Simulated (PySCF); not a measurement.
B(H)3 cation (BH₃), SMILES B (connectivity only; charge and spin as stated), charge +1, multiplicity 2. Atoms are numbered in the order given.

```xyz
4

B      0.0000     0.0000    -0.1173
H      0.0000    -0.7164     0.9381
H      0.0000     0.7164     0.9381
H      0.0000     0.0000    -1.2899
```
Charge +1, spin multiplicity 2.

The structure is a stationary point at r2SCAN-D4/def2-TZVPD. The spin state was assumed, not searched. The isomer is the one that the SMILES or the coordinates give; other isomers of the formula were not compared.

These are PySCF with PBE/def2-TZVPD values and carry that method's errors.

Mulliken values depend strongly on the basis, most of all with diffuse functions as here. ESP charges are fitted to the potential on shells at 1.4 to 2.0 van der Waals radii. Atomic charges (e):

| atom | Mulliken | ESP fit | meta-Löwdin | Mulliken spin |
|---|---|---|---|---|
| B1 | 0.03 | [?] | 0.30 | 0.52 |
| H2 | 0.36 | [?] | 0.27 | 0.24 |
| H3 | 0.36 | [?] | 0.27 | 0.24 |
| H4 | 0.26 | [?] | 0.16 | -0.01 |

Some entries are withheld; supply them. (An estimate is asked for; the answer gives what the named calculation found.)


- B1, ESP fit: 0.41
- H2, ESP fit: 0.23
- H3, ESP fit: 0.23
- H4, ESP fit: 0.12
